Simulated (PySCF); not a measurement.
Compound: C6H10NO (doublet state).
Geometry (GFN2-xTB, Å), atoms numbered from 1 in this order:
```
atom  x, y, z in Å
C1    -2.289    1.235   -0.316
C2    -1.200    0.245   -0.037
C3    -1.626   -1.008    0.677
C4     0.053    0.476   -0.408
C5     1.208   -0.473   -0.194
N6     2.378    0.300   -0.044
C7     3.555    0.023    0.362
O8     4.578    0.659    0.502
H9    -1.907    2.105   -0.842
H10   -3.071    0.775   -0.919
H11   -2.740    1.560    0.621
H12   -1.302   -1.895    0.136
H13   -2.707   -1.043    0.778
H14   -1.191   -1.044    1.675
H15    0.320    1.392   -0.912
H16    1.009   -1.082    0.699
H17    1.289   -1.142   -1.066
H18    3.632   -1.076    0.654
```

The hyperfine couplings belong to this conformer and change with its torsions.

As a line formula: `CC(C)=CC[N]C=O` [radical].

Computed, not measured: PySCF 2.14.0, UKS B3LYP, pcH-1 on C H N O, non-relativistic, mean-field spin-orbit, GIAO. Isolated species at its GFN2-xTB geometry (one conformer only). GFN2-xTB frequencies show an imaginary mode (43i cm⁻¹), so this geometry is no minimum at that level. A GFN2-xTB geometry isn't a minimum of the functional, and hyperfine couplings can be far from their values at a DFT geometry. Stability of the SCF solution: not tested.

Q: What is the g tensor, term by term?

A: 
```
                    Δg (ppm)      1     2     3
relativistic mass correction   -218  -218  -218
            gauge correction     37    18    48
   orbital Zeeman/spin–orbit  -1193   -30  2129
                       total  -1374  -229  1959
```

So g = 2.00095, 2.00209, 2.00428 and g_iso = 2.00244; the tensor is rhombic: the two nearest values differ by 34 % of g3 − g1. Axes: g1 points within 1° of the N6–C7 bond.

Q: What are the electron Larmor frequencies g μB B/h along the three axes at 350 mT?

A: 9.8020, 9.8076, 9.8183 GHz for g1, g2 and g3, a range of 16.3 MHz.

Q: At 9.787 GHz, how far is the centre of the isotropic spectrum from where a free electron (g = 2.002319) resonates?

A: B = hν/(g μB) with μB/h = 13.99624 MHz/mT gives 349.22 mT for the free electron and 349.20 mT at g_iso, 0.02 mT lower.

Q: In a frozen sample, at which fields do the three g values resonate at 9.5, 34, 94 and 263 GHz (hyperfine left aside), and which band first spreads them over more than twice a line width of 1.0 mT?

A: 
```tsv
band	GHz	B(g3) mT	B(g2) mT	B(g1) mT	spread mT
X	9.5	338.65	339.02	339.22	0.56
Q	34.0	1212.02	1213.34	1214.04	2.02
W	94.0	3350.88	3354.54	3356.46	5.58
J	263.0	9375.32	9385.57	9390.94	15.61
```

The spread grows in proportion to the frequency. Q band is the first where it exceeds 2.0 mT.

The largest Mulliken spin populations are on N6 (+0.61), H18 (+0.23) and O8 (+0.17). Three atoms exceed +0.15.

The HOMO–LUMO gaps are 6.84 eV among the α and 2.15 eV among the β orbitals.
